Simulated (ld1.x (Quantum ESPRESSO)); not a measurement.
**indium (In): TM semilocal pseudisation with LDA (PZ), scalar-relativistic reference atom.**

In, norm-conserving Troullier–Martins (semilocal form), made with ld1.x (Quantum ESPRESSO) 7.5 (LDA (PZ), scalar-relativistic). Core [Kr] 4d10, reference 5s2 5p0 (charge +1). Waves: 5p (bound, empty): rc 1.62 bohr; 5s (bound): rc 1.80 bohr. Local part: the s channel. Core correction: a·sin(br)/r model core, default radius (core density twice the valence density).

Poles of the logarithmic derivatives, all-electron (AE) and pseudo (PS). s: poles at 4.5 (AE) and 2.9 (PS) Ry. p: poles at no energy (AE) and 0.3 (PS) Ry. Test radius 1.94 bohr.

* Cutoffs needed: 21 Ry and 50 Ry (the cutoffs (Ry, on a coarse ladder) from which the occupation-weighted sum of valence levels, in a spherical-Bessel basis at the reference potential, stays within 10 and 1 mRy of its value at 400 Ry) The cutoffs count occupied waves only; the empty 5p level needs 70 Ry at the loose tolerance.
* Ghost test: no extra level below or beside the all-electron valence levels (p, s tested); the semilocal form is local in each channel, so this says nothing of the separable form that plane-wave codes build from it (spherical-Bessel basis up to 400 Ry, 20 bohr box)
* Largest excitation error: -110 meV (all-electron minus pseudo) for 5s1 5p0, out of 7 test configurations
